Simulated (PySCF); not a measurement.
H7Si3, SMILES [SiH2][SiH2][SiH3] (connectivity only; charge and spin as stated), charge +1, multiplicity 1.

Coordinates come from a B3LYP-D3(BJ)/def2-SVP optimisation. The multiplicity is an assumed one; other spin states were not compared. The isomer is the one that the SMILES or the coordinates give; other isomers of the formula were not compared.

Method: TDDFT-PBE/def2-SVPD (PySCF 2.14.0).

Vertical excitations. Isolated molecule, no solvent. State labels are in the subgroup Cs.

| state | symmetry | energy (eV) | λ (nm) | f | main pairs |
|---|---|---|---|---|---|
| S1 | A' | 3.22 | 385 | 0.104 | HOMO→LUMO 94 % |
| S2 | A" | 3.38 | 366 | 0.000 | HOMO−2→LUMO 100 % |
| S3 | A' | 3.43 | 361 | 0.012 | HOMO−1→LUMO 97 % |
| S4 | A" | 4.16 | 298 | 0.001 | HOMO−4→LUMO 99 % |
| S5 | A' | 4.19 | 296 | 0.059 | HOMO−3→LUMO 96 % |
| S6 | A" | 5.12 | 242 | 0.000 | HOMO−5→LUMO 100 % |
| S7 | A" | 6.39 | 194 | 0.000 | HOMO→LUMO+2 98 % |
| S8 | A' | 6.42 | 193 | 0.061 | HOMO→LUMO+1 93 % |
| S9 | A" | 7.09 | 175 | 0.000 | HOMO−2→LUMO+1 99 % |
| S10 | A' | 7.11 | 174 | 0.011 | HOMO−1→LUMO+1 38 %, HOMO−2→LUMO+2 31 %, HOMO→LUMO+3 20 % |
| T1 | A' | 2.10 | 590 | 0 | HOMO→LUMO 99 % |
| T2 | A' | 3.04 | 408 | 0 | HOMO−1→LUMO 96 % |
| T3 | A" | 3.32 | 373 | 0 | HOMO−2→LUMO 100 % |
| T4 | A' | 3.71 | 334 | 0 | HOMO−3→LUMO 97 % |
Triplets are in the Tamm–Dancoff approximation, which puts them higher than full response would, so one can lie above its singlet here.
